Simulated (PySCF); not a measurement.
Compound: C5H6NPS.
InChI=1S/C5H6NPS/c1-8-5-6-3-2-4-7-5/h2-4H,1H3

Torsions of this conformer, `[CH3:1][S:2][c:3]1[n:4][cH:5][cH:6][cH:7][p:8]1`: C1–S2–C3–N4 1°.

The closed-shell ground state was solved at several levels (PySCF, density fitting, gas phase, non-relativistic). Isolated species at its PBE0-D3(BJ)/def2-SVP geometry (one conformer only).

| level | basis functions | HOMO (eV) | LUMO (eV) | gap (eV) | dipole (D) |
| --- | --- | --- | --- | --- | --- |
| PBE0/pcSseg-1 | 180 | -6.34 | -1.90 | 4.44 | 2.07 |
| KT2/pcSseg-1 | 180 | -5.42 | -2.63 | 2.79 | 1.89 |

Problem. Estimate the row for wB97X-D/def2-SVPD, a basis of 219 functions; the other rows only guide the guess.

Solution. HOMO -7.99 eV, LUMO -0.25 eV, gap 7.74 eV, dipole 2.16 D.

Problem. Over all these levels, which gives the widest orbital gap and which the narrowest?

Solution. wB97X-D/def2-SVPD (range-separated hybrid) has the widest, 7.74 eV, and KT2/pcSseg-1 (GGA) the narrowest, 2.79 eV. Functional and basis both differ between the two, so the spread mixes both effects.

Problem. How far do the dipole and the HOMO energy spread over the levels?

Solution. The dipole runs from 1.89 to 2.16 D (mean 2.04 D) and the HOMO from -7.99 to -5.42 eV.
